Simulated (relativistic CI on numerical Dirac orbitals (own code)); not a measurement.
# What each ingredient does to the levels of Gd XLIII

Base calculation: Dirac-Coulomb-Breit CI, orbitals from a KLI potential per configuration, model QED (radiative potential, 1s self-energy scaled to tabulated hydrogen-like ionisation energies), unscaled Slater integrals.

Configuration list (outside the closed core [Ne]): 3s²3p⁶3d⁴, 3s²3p⁵3d⁵, 3s3p⁶3d⁵, 3s²3p⁶3d³4s, 3s²3p⁶3d³4p, 3s²3p⁶3d³4d, 3s²3p⁵3d⁴4s, 3s²3p⁶3d³4f, 3s²3p⁵3d⁴4p, 3s3p⁶3d⁴4s, 3p⁶3d⁵4p, 3s3p⁶3d⁴4p, 3s²3p⁶3d²4s4p, 3s²3p⁶3d³5s, 3s²3p⁶3d³5p, 3s3p⁶3d⁴4d, 3s²3p⁶3d³5d, 3s²3p⁶3d³5g, 3s²3p⁶3d³6s, 3p⁶3d⁶, 3p⁵3d⁷, 3p⁵3d⁶4s, 3p⁶3d⁵4s, 3p⁵3d⁵4s², 3s²3p⁶3d²4s², 3s²3p⁶3d4s²4p, 3s²3p⁶3d4s²4d, 3s²3p⁶3d²4p², 3s²3p⁶3d4s4p², 3s²3p⁶3d4p³, 3s²3p⁶3d4p²4d, 3s²3p⁵3d²4s4p², 3s²3p⁶3d²4s4d, 3s²3p⁶3d4s4p4d, 3s²3p⁶3d4s4d², 3s²3p⁵3d²4s²4d, 3s3p⁶3d³4s², 3s3p⁶3d²4s²4p, 3s3p⁶3d²4s²4d. Double excitations out of closed p, d and f shells are left out; levels of such configurations are missing from the list, as are those of other unlisted configurations, and high levels can miss mixing partners. These lack a partner that the ground configuration has and come out too high: 3s²3p⁵3d⁴4p.

Variants: (1) valence Slater integrals scaled by 0.9; (2) QED terms removed; (3) only the first 3 configurations. Shifts of the energy above 3s²3p⁶3d⁴ ³P0, in cm⁻¹, for the lowest level and the first level of each name with at least 55 % of one term (blank where a level changes its place among those of its configuration and J or its character, or is not in the variant):

```
        Level     Base    Δ(1)   Δ(2)   Δ(3)
3s²3p⁶3d⁴ ³P0        0       0      0      0
3s²3p⁶3d⁴ ⁵D1   229076   +5816   -793   -337
3s²3p⁶3d⁴ ⁵D0   522632   +4709  -1546   -484
3s²3p⁶3d⁴ ³H5   583986   -2581  -1564  -1313
3s²3p⁶3d⁴ ³G4   640557   -7081  -1575  -1181
3s²3p⁶3d⁴ ³G5   886608   -3585  -2356  -1214
3s²3p⁶3d⁴ ³D1   887554   -4023  -2294   -608
3s²3p⁶3d⁴ ¹S0  1049415  -26969  -2052   +103
3s²3p⁶3d⁴ ¹D2  1102248  -24048  -2347   -272
```

At this charge energies of transitions that change n are usually good to better than 1 %, and those within a shell (Δn = 0) to a few per cent.

Ionisation energy from the two ground configurations alone: base 3311.54 eV. The NIST ASD value (theoretical) is 3312 eV.

LS names give the leading component of a level, which can be under half, so a name can repeat, a term be missing and a line seem to break the LS rules.
